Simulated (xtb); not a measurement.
H₂Al (SMILES [AlH2+]), charge +1, singlet, geometry from GFN2-xTB (such geometries of metal compounds can be far from the true shape); GFN1-xTB in xtb 6.7.1.

Input for xtb:
```
$ xtb coord --gfn 1 --chrg 1 --json

# file coord
$coord
      0.0000000000       0.0000000000       0.0000000000  al
     -0.0000000000      -0.0000000000      -2.8810588940  h
      0.0000000000       0.0000000000       2.8810588940  h
$end
```

### Question
Write the output that xtb gives for this input, abridged.

### Answer

```
   ID    Z sym.   atoms
    1   13 al     1
    2    1 h      2, 3

           -------------------------------------------------
          |                Calculation Setup                |
           -------------------------------------------------

           -------------------------------------------------
          |                 G F N 1 - x T B                 |
           -------------------------------------------------

          ...................................................
          :                      SETUP                      :
          :.................................................:
          :  # basis functions                  14          :
          :  # atomic orbitals                  13          :
          :  # shells                            7          :
          :  # electrons                         4          :
          :  # halogen bonds                     0          :
          :  max. iterations                   250          :
          :  Hamiltonian                  GFN1-xTB          :
          :  restarted?                      false          :
          :  GBSA solvation                  false          :
          :  PC potential                    false          :
          :  electronic temp.          300.0000000     K    :
          :  accuracy                    1.0000000          :
          :  -> integral cutoff          0.2500000E+02      :
          :  -> integral neglect         0.1000000E-07      :
          :  -> SCF convergence          0.1000000E-05 Eh   :
          :  -> wf. convergence          0.2000000E-04 e    :
          :  Broyden damping             0.4000000          :
          :  net charge                          1          :
          :  unpaired electrons                  0          :
          ...................................................

 iter      E             dE          RMSdq      gap      omega  full diag
   1     -1.8225169 -0.182252E+01  0.296E+00    5.52       0.0  T
   2     -1.8423650 -0.198481E-01  0.281E-01    5.17       1.0  T
   3     -1.8424897 -0.124644E-03  0.129E-01    5.14       1.0  T
   4     -1.8424896  0.126044E-06  0.831E-03    5.14       6.9  T
   5     -1.8424897 -0.128828E-06  0.980E-05    5.14     589.0  T
   6     -1.8424897 -0.170368E-10  0.944E-07    5.14   61161.9  T

   *** convergence criteria satisfied after 6 iterations ***

         :::::::::::::::::::::::::::::::::::::::::::::::::::::
         ::                     SUMMARY                     ::
         :::::::::::::::::::::::::::::::::::::::::::::::::::::
         :: total energy              -1.831357031234 Eh    ::
         :: gradient norm              0.006297745821 Eh/a0 ::
         :: HOMO-LUMO gap              5.140917490956 eV    ::
         ::.................................................::
         :: SCC energy                -1.842489685461 Eh    ::
         :: -> electrostatic           0.136705593727 Eh    ::
         :: repulsion energy           0.011421764508 Eh    ::
         :: dispersion energy         -0.000289110281 Eh    ::
         :: halogen bond corr.         0.000000000000 Eh    ::
         :: add. restraining           0.000000000000 Eh    ::
         :: total charge               1.000000000000 e     ::
         :::::::::::::::::::::::::::::::::::::::::::::::::::::

           -------------------------------------------------
          |                Property Printout                |
           -------------------------------------------------

    * Orbital Energies and Occupations

         #    Occupation            Energy/Eh            Energy/eV
      -------------------------------------------------------------
         1        2.0000           -0.8062271             -21.9386
         2        2.0000           -0.7402223             -20.1425 (HOMO)
         3                         -0.5512971             -15.0016 (LUMO)
         4                         -0.4362207             -11.8702
         5                         -0.4362207             -11.8702
         6                         -0.3688141             -10.0359
         7                         -0.3688141             -10.0359
         8                         -0.3688141             -10.0359
         9                         -0.3688141             -10.0359
        10                         -0.3183080              -8.6616
        11                         -0.3075155              -8.3679
        12                          0.1014949               2.7618
        13                          0.9633301              26.2135
      -------------------------------------------------------------
                  HL-Gap            0.1889252 Eh            5.1409 eV
             Fermi-level           -0.6457597 Eh          -17.5720 eV

  Mulliken/CM5 charges         n(s)   n(p)   n(d)
     1al    0.81677  0.64605   1.486  0.694  0.004
     2h     0.09162  0.17698   0.908  0.000  0.000
     3h     0.09162  0.17698   0.908  0.000  0.000

Wiberg/Mayer (AO) data.
largest (>0.10) Wiberg bond orders for each atom

 ---------------------------------------------------------------------------
     #   Z sym  total        # sym  WBO       # sym  WBO       # sym  WBO
 ---------------------------------------------------------------------------
     1  13 al   1.667 --     3 h    0.833     2 h    0.833
     2   1 h    0.990 --     1 al   0.833     3 h    0.156
     3   1 h    0.990 --     1 al   0.833     2 h    0.156
 ---------------------------------------------------------------------------

Topologies differ in total number of bonds
Writing topology from bond orders to xtbtopo.mol

 dipole moment from electron density (au)
     X       Y       Z
  -0.0000   0.0000   0.0000  total (Debye):    0.000

           -------------------------------------------------
          | TOTAL ENERGY               -1.831357031234 Eh   |
          | GRADIENT NORM               0.006297745821 Eh/α |
          | HOMO-LUMO GAP               5.140917490956 eV   |
           -------------------------------------------------

normal termination of xtb
```
